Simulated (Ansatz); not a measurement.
Stepwise reaction of `[NH2][Ge][NH2]` with hydrogen fluoride, as a gas-phase model of exchange steps in deposition or etching. ΔE in kJ/mol; ΔG adds harmonic PBE0-D4 terms to CCSD(T)/CBS, at 1 bar.

Program: Ansatz. Geometries: PBE0-D4/def2-TZVP. ΔE: electronic, gas phase. CCSD(T)/CBS is the MP2 limit (def2-TZVPP, def2-QZVPP) plus CCSD(T) − MP2 in def2-TZVPP, frozen cores. This one scheme is used for every species. Functionals use def2-TZVPP. B3LYP here is the variant with VWN-RPA as its local correlation; programs differ in this. For Ge outer-core shells are correlated without core-valence functions, which leaves a few kJ/mol of doubt a bond. Scalar relativity is left out up to krypton. Each species was taken in one conformer, which may not be the lowest.

| step | reaction | PBE-D4 | B3LYP-D4 | ωB97M-V | CCSD(T)/CBS | ΔG(400 K) |
| --- | --- | --- | --- | --- | --- | --- |
| 1 | `[NH2][Ge][NH2]` + H–F → `[NH2][Ge][F]` + NH₃ | -69.4 | -72.4 | -71.4 | -60.8 | -61.2 |
| 2 | `[NH2][Ge][F]` + H–F → `[F][Ge][F]` + NH₃ | -53.2 | -55.6 | -55.9 | -46.2 | -45.0 |

(1) By hand: ΔE of the 2 steps together at CCSD(T)/CBS.

Answers

(1) (-60.8) + (-46.2) = -107.0 kJ/mol, or -53.5 kJ/mol a step.

In ΔE each step is higher than the one before. All are downhill at CCSD(T)/CBS. ΔG lies between -61.2 and -45.0 kJ/mol a step. PBE-D4 differs from CCSD(T)/CBS by -8.6 to -7.0 kJ/mol a step. Isolated molecules leave out the surface, adducts and barriers. Largest T1 diagnostic: 0.015.
